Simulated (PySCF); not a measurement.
PySCF input for C₅H₉O, SMILES C(C)(C[C]=O)C, multiplicity 2, PBE0-D3(BJ)/def2-SVP. The structure is a stationary point at PBE0-D3(BJ)/def2-SVP. The isomer is the one that the SMILES or the coordinates give; other isomers of the formula were not compared. Other conformers were not sampled.

```python
import numpy as np
from pyscf import gto, scf, dft, df
from pyscf.hessian import thermo

mol = gto.M(
    atom='''
    C    -1.43551021    1.50801808    0.65563407
    C    -0.60579141    0.26216200    0.36885872
    C    -1.35865051   -0.71757659   -0.52336338
    C     0.74359920    0.65766983   -0.24031455
    C     1.76338305   -0.44103539   -0.34260229
    O     1.69219000   -1.56321922    0.01896471
    H    -2.39691327    1.24229633    1.12158270
    H    -0.91252597    2.19897841    1.33518594
    H    -1.65880521    2.05688709   -0.27443661
    H    -0.39142540   -0.24310589    1.32737150
    H    -1.58774013   -0.26132690   -1.50107988
    H    -2.31398603   -1.01169946   -0.06250555
    H    -0.77520525   -1.63255653   -0.69858033
    H     1.23240322    1.45729594    0.34434502
    H     0.62449745    1.08355709   -1.25287587
    ''',
    basis='def2-SVP',
    charge=0,
    spin=1,
    max_memory=1600,
    verbose=3,
)
mf = dft.UKS(mol, xc='pbe0').density_fit(auxbasis='def2-universal-jkfit')
mf.disp = 'd3bj'
mf.grids.level = 3
mf.conv_tol = 1e-11
mf.max_cycle = 100
mf.kernel()
fine, coarse = mf.grids, dft.Grids(mol).set(level=1).build(with_non0tab=True)
for _ in range(3):  # follow internal instabilities
    mf.grids = coarse
    mo, _, stable, _ = mf.stability(return_status=True, nroots=4)
    mf.grids = fine
    if stable:
        break
    mf.kernel(mf.make_rdm1(mo, mf.mo_occ))

# [left out here: the lines that compute and print the analytic Hessian (its translational invariance restored by hand, since the grid's response is missing), thermochemistry and intensities]
```

Program output:

```
[...]
       6   H                -0.02  0.04  0.05   -0.01  0.28  0.09   -0.05  0.33  0.01
       7   H                 0.02  0.06 -0.09   -0.23  0.14 -0.03   -0.29  0.18 -0.01
       8   H                 0.12  0.06  0.02   -0.07  0.23  0.17   -0.19  0.22  0.20
       9   H                -0.61 -0.14  0.07   -0.13 -0.22 -0.08    0.13 -0.06 -0.07
      10   H                 0.07 -0.12 -0.04    0.12  0.26  0.08   -0.19 -0.11  0.01
      11   H                -0.05 -0.13 -0.12    0.00  0.18  0.19   -0.07 -0.01 -0.19
      12   H                -0.06  0.00 -0.16    0.23  0.08  0.11   -0.10 -0.06 -0.06
      13   H                 0.06 -0.15  0.13   -0.09  0.16 -0.19    0.00 -0.21  0.32
      14   H                 0.25 -0.19 -0.14    0.18  0.23  0.08   -0.21 -0.32 -0.12
Mode                                24                  25                  26
Irrep
Freq [cm^-1]                     1405.8718           1458.1698           1464.2044
Reduced mass [au]                   1.1966              1.0449              1.0621
Force const [Dyne/A]                1.3935              1.3090              1.3416
Char temp [K]                    2022.7365           2097.9817           2106.6641
Normal mode                   x     y     z       x     y     z       x     y     z
       0   C                 0.03 -0.03  0.00   -0.03 -0.02  0.02    0.02 -0.01  0.03
       1   C                -0.01 -0.04 -0.02   -0.00 -0.02 -0.00   -0.01  0.04  0.03
       2   C                 0.04  0.07  0.05    0.03  0.01 -0.02   -0.03  0.01 -0.02
       3   C                -0.03 -0.03  0.02   -0.00 -0.00  0.00    0.01  0.00 -0.01
       4   C                 0.01  0.00 -0.00   -0.00  0.00 -0.00    0.00 -0.00  0.00
       5   O                -0.00 -0.01  0.00    0.00 -0.00  0.00    0.00  0.00 -0.00
       6   H                -0.07  0.19 -0.08   -0.01 -0.30 -0.13   -0.20 -0.03 -0.46
       7   H                -0.12  0.08  0.01    0.16  0.29 -0.42    0.30 -0.03 -0.18
       8   H                -0.18  0.05  0.09    0.21  0.35  0.17   -0.35  0.05  0.13
       9   H                 0.01  0.10  0.04    0.02 -0.01  0.00    0.02 -0.12 -0.06
      10   H                -0.07 -0.30 -0.10   -0.30  0.19  0.15    0.36  0.08 -0.07
      11   H                -0.00 -0.20 -0.20   -0.04 -0.12 -0.22    0.20 -0.26  0.27
      12   H                -0.27 -0.09 -0.20   -0.06 -0.12  0.35   -0.22 -0.12 -0.03
      13   H                 0.06  0.22 -0.39    0.02  0.04 -0.06   -0.04 -0.03  0.08
      14   H                 0.21  0.35  0.15    0.03  0.05  0.02   -0.03 -0.05 -0.02
Mode                                27                  28                  29
Irrep
Freq [cm^-1]                     1475.7229           1483.8591           1989.4861
Reduced mass [au]                   1.0634              1.0538             12.6407
Force const [Dyne/A]                1.3645              1.3671             29.4783
Char temp [K]                    2123.2367           2134.9429           2862.4275
Normal mode                   x     y     z       x     y     z       x     y     z
       0   C                 0.01  0.02  0.02    0.01  0.01 -0.01    0.00  0.00 -0.00
       1   C                 0.05 -0.00  0.01    0.03  0.02 -0.03   -0.00 -0.00  0.00
       2   C                 0.01 -0.03  0.00    0.01  0.01 -0.03    0.00 -0.00 -0.00
       3   C                -0.01 -0.00  0.00   -0.01 -0.00  0.00   -0.00  0.01 -0.00
       4   C                -0.00 -0.00 -0.00    0.00 -0.00  0.00   -0.01 -0.21  0.07
       5   O                 0.00 -0.00  0.00   -0.00  0.00 -0.00    0.01  0.15 -0.05
       6   H                -0.20  0.11 -0.36    0.01  0.22  0.11    0.00 -0.01  0.00
       7   H                 0.25 -0.20  0.04   -0.11 -0.19  0.28   -0.00  0.00  0.00
       8   H                -0.41 -0.15  0.01   -0.10 -0.24 -0.13   -0.00  0.00  0.00
       9   H                -0.06 -0.02  0.03   -0.10 -0.02 -0.02    0.01 -0.00  0.00
      10   H                -0.37 -0.02  0.09   -0.11  0.35  0.17   -0.00  0.00  0.00
      11   H                -0.22  0.28 -0.26    0.08 -0.39 -0.12   -0.00  0.01  0.00
      12   H                 0.27  0.13  0.09   -0.24 -0.24  0.46    0.01  0.00  0.00
      13   H                -0.02  0.01 -0.01    0.02 -0.01 -0.00   -0.02  0.03 -0.02
      14   H                 0.06  0.01 -0.00   -0.00 -0.01  0.00   -0.01  0.04  0.02
Mode                                30                  31                  32
Irrep
Freq [cm^-1]                     3044.8367           3049.9642           3055.9253
Reduced mass [au]                   1.0376              1.0415              1.0691
Force const [Dyne/A]                5.6679              5.7084              5.8823
Char temp [K]                    4380.8421           4388.2194           4396.7961
Normal mode                   x     y     z       x     y     z       x     y     z
       0   C                 0.03 -0.04 -0.00   -0.01  0.01 -0.00    0.00 -0.00  0.00
       1   C                -0.00  0.00 -0.00    0.00 -0.01  0.01   -0.01  0.02 -0.03
       2   C                -0.01 -0.00 -0.01   -0.03 -0.02 -0.04   -0.00 -0.00  0.00
       3   C                 0.00  0.00 -0.00   -0.00 -0.01 -0.00   -0.01 -0.05  0.03
       4   C                 0.00  0.00 -0.00   -0.00 -0.00  0.00    0.00 -0.00  0.00
       5   O                -0.00 -0.00  0.00    0.00  0.00 -0.00   -0.00  0.00 -0.00
       6   H                -0.43 -0.13  0.21    0.09  0.03 -0.04    0.01  0.00 -0.00
       7   H                 0.26  0.32  0.32   -0.05 -0.07 -0.07   -0.01 -0.01 -0.00
       8   H                -0.12  0.30 -0.53    0.03 -0.08  0.13   -0.01  0.03 -0.05
       9   H                 0.00 -0.01  0.01   -0.04  0.08 -0.16    0.09 -0.21  0.41
      10   H                 0.03 -0.07  0.14    0.13 -0.29  0.60   -0.00  0.00 -0.00
      11   H                 0.11  0.03 -0.05    0.42  0.13 -0.21    0.04  0.01 -0.02
      12   H                -0.06  0.08  0.01   -0.23  0.35  0.06   -0.02  0.03  0.01
      13   H                -0.02 -0.03 -0.02    0.03  0.05  0.04    0.23  0.38  0.29
      14   H                 0.01 -0.01  0.04   -0.01  0.01 -0.03   -0.08  0.24 -0.60
Mode                                33                  34                  35
Irrep
Freq [cm^-1]                     3063.0624           3104.6982           3136.1388
Reduced mass [au]                   1.0774              1.1004              1.1032
Force const [Dyne/A]                5.9561              6.2495              6.3926
Char temp [K]                    4407.0648           4466.9695           4512.2055
Normal mode                   x     y     z       x     y     z       x     y     z
       0   C                 0.00 -0.00 -0.01    0.00  0.00  0.00   -0.00  0.01 -0.08
       1   C                 0.01 -0.03  0.06   -0.00  0.01 -0.01   -0.00  0.00 -0.01
       2   C                 0.01  0.01  0.00   -0.00 -0.00  0.00   -0.01 -0.02  0.03
       3   C                -0.01 -0.03  0.00   -0.03 -0.02 -0.08   -0.00 -0.00 -0.00
       4   C                -0.00 -0.00  0.00   -0.00 -0.00 -0.00    0.00  0.00  0.00
       5   O                -0.00  0.00 -0.00   -0.00 -0.00 -0.00    0.00 -0.00  0.00
       6   H                -0.08 -0.02  0.03    0.01  0.00 -0.00   -0.31 -0.09  0.14
       7   H                 0.05  0.06  0.06   -0.02 -0.02 -0.02    0.22  0.28  0.27
       8   H                 0.00 -0.01  0.01   -0.01  0.02 -0.03    0.13 -0.33  0.56
       9   H                -0.15  0.36 -0.68    0.02 -0.06  0.12    0.01 -0.03  0.06
      10   H                -0.01  0.03 -0.06   -0.00  0.01 -0.02   -0.05  0.10 -0.21
      11   H                -0.13 -0.04  0.06    0.02  0.01 -0.01    0.23  0.07 -0.11
      12   H                 0.07 -0.10 -0.02   -0.01  0.01  0.00   -0.05  0.06  0.02
      13   H                 0.18  0.30  0.23    0.29  0.49  0.35    0.01  0.01  0.01
      14   H                -0.03  0.09 -0.24    0.07 -0.26  0.59    0.00 -0.01  0.02
Mode                                36                  37                  38
Irrep
Freq [cm^-1]                     3141.0469           3147.3495           3166.5576
Reduced mass [au]                   1.1021              1.1040              1.1035
Force const [Dyne/A]                6.4064              6.4431              6.5190
Char temp [K]                    4519.2671           4528.3352           4555.9714
Normal mode                   x     y     z       x     y     z       x     y     z
       0   C                 0.01  0.00  0.03   -0.07 -0.05  0.00    0.00  0.00 -0.00
       1   C                 0.00 -0.01  0.01   -0.00 -0.00  0.00    0.00 -0.00  0.00
       2   C                -0.03 -0.05  0.06   -0.00 -0.01  0.01    0.07 -0.05 -0.01
       3   C                 0.00  0.00  0.00    0.00  0.00 -0.00   -0.00 -0.00  0.00
       4   C                 0.00 -0.00  0.00    0.00 -0.00  0.00   -0.00 -0.00  0.00
       5   O                 0.00  0.00 -0.00    0.00  0.00 -0.00    0.00  0.00  0.00
       6   H                 0.05  0.01 -0.02    0.63  0.18 -0.31   -0.01 -0.00  0.00
       7   H                -0.13 -0.16 -0.16    0.28  0.37  0.38   -0.00 -0.00 -0.00
       8   H                -0.05  0.13 -0.22   -0.03  0.03 -0.07    0.00  0.00  0.00
       9   H                -0.03  0.06 -0.12   -0.00  0.01 -0.02   -0.01  0.01 -0.02
      10   H                -0.12  0.24 -0.50   -0.02  0.03 -0.06   -0.03  0.08 -0.18
      11   H                 0.54  0.16 -0.26    0.07  0.02 -0.03   -0.36 -0.12  0.18
      12   H                -0.10  0.14  0.04   -0.02  0.03  0.01   -0.44  0.68  0.13
      13   H                -0.01 -0.01 -0.01    0.00  0.00  0.00   -0.00 -0.00 -0.00
      14   H                 0.00  0.01 -0.02    0.00 -0.00  0.00    0.00  0.00 -0.00
temperature 298.1500 [K]
pressure 101325.00 [Pa]
Rotational constants [GHz] 6.54165 2.30361 1.91154
Symmetry number 1
Zero-point energy (ZPE) 0.12931 [Eh]   339512.681 [J/mol]
                           tot       elec      trans        rot        vib
Entropy [J/mol/K]       353.609      5.763    164.172    112.191     71.483
Cv [J/mol/K]            107.395      0.000     12.472     12.472     82.451
Cp [J/mol/K]            115.709      0.000     20.786     12.472     82.451
Internal energy [J/mol]                      3718.434   3718.434 351540.703
Internal energy [Eh]   -270.47825  -270.61498
Enthalpy [J/mol]                             6197.391   3718.434 351540.703
Enthalpy [Eh]          -270.47730
Gibbs free energy [J/mol]                  -42750.391 -29731.461 330228.018
Gibbs free energy [Eh] -270.51746
mode   freq/cm-1   IR/(km/mol)
   1       71.98         0.861
   2      172.27         3.000
   3      182.48         3.307
   4      238.92         0.138
   5      264.86         0.211
   6      329.29         0.388
   7      366.23         0.566
   8      419.73         0.664
   9      663.65         8.438
  10      796.32         0.791
  11      840.99         1.732
  12      913.06         5.928
  13      927.11         2.159
  14      972.33         0.717
  15      978.76         2.501
  16     1087.79         1.024
  17     1155.53         1.346
  18     1193.40         5.200
  19     1229.09         1.609
  20     1278.39         3.193
  21     1345.19         1.607
  22     1360.51        10.345
  23     1389.74        19.505
  24     1397.57         4.059
  25     1405.87        10.059
  26     1458.17         2.046
  27     1464.20         4.554
  28     1475.72         5.120
  29     1483.86        14.140
  30     1989.49       135.526
  31     3044.84        20.744
  32     3049.96        15.699
  33     3055.93         4.597
  34     3063.06        11.407
  35     3104.70         3.045
  36     3136.14        10.371
  37     3141.05        29.856
  38     3147.35        21.469
  39     3166.56         8.612
max |gradient| / (hartree/bohr): 3.226041879931564e-05
APT charges: [ 0.0271  0.1087 -0.0005  0.0049  0.3385 -0.4553 -0.015  -0.0127 -0.0091
 -0.04   -0.0101 -0.0059  0.0193  0.0229  0.0271]
```

Self-consistency was reached.
